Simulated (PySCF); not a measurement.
**Working out the ionisation energy of Ar⁺**

Ar⁺ [Ne] 3s2 3p5 (2P) → Ar²⁺ [Ne] 3s2 3p4 (3P). Computed with PySCF 2.14 in aug-cc-pVTZ-DK, with the spin-free X2C one-electron Hamiltonian (Gaussian nucleus). Frozen: [Ne]. Energies in hartree (1 hartree = 27.21139 eV):

| part | Ar⁺ (lower) | Ar²⁺ (upper) |
| --- | --- | --- |
| UHF | -528.087016 | -527.118354 |
| MP2 opposite-spin | -0.129392 | -0.101391 |
| MP2 same-spin | -0.038477 | -0.029927 |

What does Hartree-Fock give?

(-527.118354) − (-528.087016) = 0.968662 hartree = 26.359 eV.

What do MP2 and SCS-MP2 (6/5 opposite-spin, 1/3 same-spin) give?

The opposite-spin parts differ by 0.762 eV and the same-spin parts by 0.233 eV. MP2: 26.359 + (0.762) + (0.233) = 27.354 eV. SCS-MP2: 26.359 + 1.2 × (0.762) + (0.233)/3 = 27.351 eV.

A first-order spin-orbit estimate adds -0.007 eV to MP2 (valence), giving 27.347 eV against 27.630 eV (measured; NIST Atomic Spectra Database, ionization energies).

What remains against the reference includes basis incompleteness, the frozen core and correlation beyond second order.
